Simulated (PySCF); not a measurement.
Planning a geometry optimisation on `[NH3]->[Sn](<-[NH3])([Cl])([Cl])([Cl])[Cl]` (cis-Sn(NH3)2Cl4).

Method: PBE0-D3(BJ)/def2-SVP geometry optimisation, gas phase, def2 core potentials past Kr (PySCF 2.14.0). Work: geometry optimisation from a GFN1-xTB start shaken at random, density fitting. The input is one job of a driver script: a line of settings, then coordinates in Å.

Input:
```
{"job": {"xc": "PBE0", "basis": "def2-SVP", "d3": "d3bj", "grid": 1, "maxiter": 30, "shake": 0.03, "kind": "geom"}, "charge": 0, "multiplicity": 1}
Sn    -0.655640    -0.068880    -0.725370
N     -0.606740    -0.032870     1.590680
H     -1.608310     0.041660     1.864120
H      0.030630     0.772630     1.929260
H     -0.205470    -0.909500     1.874240
Cl    -0.594700     0.047300    -3.107270
N      1.643770     0.005200    -0.557310
H      2.007990    -0.073330    -1.509440
H      1.899530    -0.750730     0.062500
H      1.905730     0.877500    -0.135970
Cl    -3.092360    -0.005960    -0.360930
Cl    -0.306130     2.380210    -0.408120
Cl    -0.387670    -2.335350    -0.494190
```

Hardware: one thread, Arm Neoverse V1 (aarch64), no GPU, shared host. PySCF's memory limit was set to 2320 MB.

**Question.** How large is the basis?

**Answer.** 156 functions.

**Question.** How long does the run take?

**Answer.** About 3.2 min. The run took 12 energy-and-gradient evaluations and 81 SCF cycles, 16 s an evaluation on average.

**Question.** How much memory does it need at the peak?

**Answer.** About 0.67 GiB. Peak memory is the resident size of the whole Python process, interpreter and libraries included.

**Question.** At this speed, how long would 100 such jobs take on 8 cores, one job a core?

**Answer.** 100/8 gives 13 rounds of 3.2 min, about 42 min of wall time and 5.3 core-hours, if the jobs don't slow each other.

The host was shared with other jobs, so the times are rough.

The run converged: final energy -2167.06272 Eh after 11 steps; dipole 8.60 D.
